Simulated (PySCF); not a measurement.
C2H7NSi.
SMILES with atom numbers: `[CH2:1]=[CH:2][SiH2:3][NH2:4]` (hydrogens: H5, H6 on C1; H7 on C2; H8, H9 on Si3; H10, H11 on N4)

The same species was optimised twice, with GFN2-xTB and with PBE0-D3(BJ)/def2-SVP (PySCF), and the same property calculations (PySCF, gas phase) were run on both structures.

```
      coordinate  GFN2-xTB  PBE0-D3(BJ)/def2-SVP  change
      Si3–H9 (Å)     1.473                 1.505  +0.032
      Si3–H8 (Å)     1.466                 1.496  +0.030
       C1–H6 (Å)     1.079                 1.097  +0.018
       C1=C2 (Å)     1.322                 1.338  +0.016
       C1–H5 (Å)     1.081                 1.096  +0.015
       C2–H7 (Å)     1.084                 1.098  +0.014
      C2–Si3 (Å)     1.881                 1.868  -0.013
      N4–H10 (Å)     1.007                 1.014  +0.007
      Si3–N4 (Å)     1.726                 1.732  +0.006
      N4–H11 (Å)     1.008                 1.014  +0.006
   C2–Si3–N4 (°)     105.0                 109.5    +4.5
   C2–Si3–H9 (°)     109.2                 105.9    -3.3
   H8–Si3–H9 (°)     109.7                 107.7    -2.0
   C1–C2–Si3 (°)     125.0                 123.0    -2.0
   Si3–C2–H7 (°)     116.8                 118.7    +1.9
  H10–N4–H11 (°)     109.6                 110.6    +1.0
   N4–Si3–H8 (°)     104.8                 105.6    +0.8
  Si3–N4–H10 (°)     118.5                 119.2    +0.7
C1–C2–Si3–N4 (°)       143                   125     -18
```

Rotational constants: A = 15796, B = 3170, C = 2836 MHz (GFN2-xTB) against A = 15255, B = 3119, C = 2885 MHz (PBE0-D3(BJ)/def2-SVP). Point groups within 0.08 Å: C1 and C1.

On the GFN2-xTB structure: lowest singlet, TDDFT (eV) 6.24 [CAM-B3LYP/def2-SVPD]; lowest triplet, Tamm–Dancoff (eV) 4.34 [CAM-B3LYP/def2-SVPD]; isotropic polarisability (au) 59.7 [CAM-B3LYP/def2-SVPD]; HOMO (eV) -8.79 [CAM-B3LYP/def2-SVPD]; LUMO (eV) 0.67 [CAM-B3LYP/def2-SVPD]; dipole (D) 0.97 [CAM-B3LYP/def2-SVPD]; HOMO (eV) -7.27 [PBE0/pcSseg-1]; LUMO (eV) -0.32 [PBE0/pcSseg-1]; dipole (D) 1.07 [PBE0/pcSseg-1]; GIAO shielding of C1 (ppm) 43.1 [PBE0/pcSseg-1]; GIAO shielding of C2 (ppm) 42.6 [PBE0/pcSseg-1]; GIAO shielding of Si3 (ppm) 385.4 [PBE0/pcSseg-1]; GIAO shielding of N4 (ppm) 261.0 [PBE0/pcSseg-1].

**Question.** What do these properties become on the PBE0-D3(BJ)/def2-SVP structure?

**Answer.** 
```
                                    property                level  on GFN2-xTB  on PBE0-D3(BJ)/def2-SVP  change
                  lowest singlet, TDDFT (eV)  CAM-B3LYP/def2-SVPD         6.24                     6.11   -0.13
           lowest triplet, Tamm–Dancoff (eV)  CAM-B3LYP/def2-SVPD         4.34                     4.22   -0.12
               isotropic polarisability (au)  CAM-B3LYP/def2-SVPD         59.7                     61.0    +1.3
                                   HOMO (eV)  CAM-B3LYP/def2-SVPD        -8.79                    -8.78   +0.01
                                   LUMO (eV)  CAM-B3LYP/def2-SVPD         0.67                     0.59   -0.08
                                  dipole (D)  CAM-B3LYP/def2-SVPD         0.97                     0.97    0.00
energy, GFN2-xTB geometry as zero (kcal/mol)  CAM-B3LYP/def2-SVPD          0.0                     -1.6    -1.6
                                   HOMO (eV)        PBE0/pcSseg-1        -7.27                    -7.28   -0.01
                                   LUMO (eV)        PBE0/pcSseg-1        -0.32                    -0.43   -0.11
                                  dipole (D)        PBE0/pcSseg-1         1.07                     1.10   +0.03
energy, GFN2-xTB geometry as zero (kcal/mol)        PBE0/pcSseg-1          0.0                     -1.5    -1.5
                  GIAO shielding of C1 (ppm)        PBE0/pcSseg-1         43.1                     38.1    -5.0
                  GIAO shielding of C2 (ppm)        PBE0/pcSseg-1         42.6                     39.9    -2.7
                 GIAO shielding of Si3 (ppm)        PBE0/pcSseg-1        385.4                    382.3    -3.1
                  GIAO shielding of N4 (ppm)        PBE0/pcSseg-1        261.0                    256.7    -4.3
```

The heavy atoms differ by 0.096 Å rms after alignment. Among all bonds Si3–H9 changes most (+0.032 Å). Changes are differences of the printed values. Neither structure is proved a minimum here.

The values belong to the conformer `[CH2:1]=[CH:2][SiH2:3][NH2:4]`: C1–C2–Si3–N4 125°, H–N4–Si3–C2 161°, H–N4–Si3–C2 -58°.
